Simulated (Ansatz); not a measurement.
Z-matrix (Å, degrees):
```
C
Sb 1 2.140
O 1 1.371 2 67.0
H 1 1.091 2 116.3 3 -109.5
H 1 1.091 2 116.3 3 109.4
H 2 1.719 1 92.5 3 -92.7
```

The species carries charge 0 and has multiplicity 1. Sb takes the def2 core potential.

Question: List the CAM-B3LYP/def2-TZVPP orbital energies in eV (Ansatz). (Estimate.)

Answer: The calculation gave: Occupied: -522.63, -280.54, -157.84, -109.74, -109.59, -109.53, -37.83, -37.69, -37.65, -37.51, -37.47, -29.87, -19.55, -17.42, -14.82, -13.67, -12.14, -9.95, -9.08, -8.10. Lowest empty: -0.73, 0.43, 1.51, 3.21, 3.36, 4.05, 4.83, 4.96.
